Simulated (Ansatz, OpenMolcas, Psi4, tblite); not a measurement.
## How methods differ on C2H5ClSi (SMILES ClC1C[SiH2]1)

C2H5ClSi: 9 atoms, total charge 0, spin state singlet. SMILES: `ClC1C[SiH2]1`. The coordinates come from a PBE0-D4/def2-TZVP relaxation.

Quantity: the HOMO–LUMO gap, in eV. The values are calculated.

```tsv
level	kind	program	value (eV)
IPEA1-xTB	semi-empirical	tblite	4.53
HF/def2-SVP	Hartree–Fock	OpenMolcas	13.20
SVWN5/def2-SVP	LDA	Ansatz	4.97
revPBE/def2-SVP	GGA	OpenMolcas	5.06
TPSS/def2-SVP	meta-GGA	OpenMolcas	5.29
BHLYP/def2-SVP	global hybrid	OpenMolcas	9.16
M06-2X/def2-SVP	hybrid meta-GGA	OpenMolcas	9.04
CAM-B3LYP/def2-SVP (density fitting)	range-separated hybrid	Psi4	9.54
B2PLYP/def2-SVP	double hybrid	OpenMolcas	9.39
```

The values span 4.53 to 13.20 eV. Orbital gaps aren't excitation energies, and those of double hybrids come from the SCF part alone; they tend to grow with the share of exact exchange.
